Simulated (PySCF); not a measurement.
B3LYP has the VWN-RPA correlation part, as in Gaussian. Delta-SCF ions had no search for a lower state. 

Species: H4OSi2, SMILES `O1[SiH2][SiH2]1` (charge 0, multiplicity 1).

Task: Give the HOMO–LUMO gap, S1 oscillator strength and vertical ionisation energy (Delta-SCF) at the level B3LYP-D3(BJ)/def2-TZVP run with PySCF.

Result: 
```json
{
  "HOMO–LUMO gap": "2.37 eV",
  "S1 oscillator strength": "0.018",
  "vertical ionisation energy (Delta-SCF)": "7.88 eV"
}
```
